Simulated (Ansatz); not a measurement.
Relaxation of BClF$_{2}$ (4 atoms, charge 0, multiplicity 1), to a largest force component of 0.02 eV/Å in at most 40 steps.

Level of theory: RKS PBE-D4/def2-SVP (Ansatz).

```xyz
4
Properties=species:S:1:pos:R:3
B 0.000 0.000 0.000
F 0.000 0.000 1.320
F 1.143 0.000 -0.660
Cl -1.611 0.000 -0.930
```

**Question.** Where does it end, and by what steps?

**Answer.** The forces met the threshold. After 4 steps the energy has fallen by 0.112 eV; Cl4 moved furthest, 0.07 Å.

```csv
step,energy less start (eV),largest force component (eV/Å),accepted
0,0.0000,1.694,yes
1,-0.0830,0.991,yes
2,-0.0969,0.416,yes
3,-0.1121,0.038,yes
4,-0.1122,0.004,yes
```

```xyz
4
Properties=species:S:1:pos:R:3
B -0.028 0.000 -0.016
F -0.017 0.000 1.307
F 1.123 0.000 -0.668
Cl -1.546 0.000 -0.893
```

Whether the end is a true minimum wasn't checked by a vibrational analysis.

Time of the run: 5.6 s on 1 thread of Arm Neoverse V2 (shared host), peak memory 0.1 GiB.
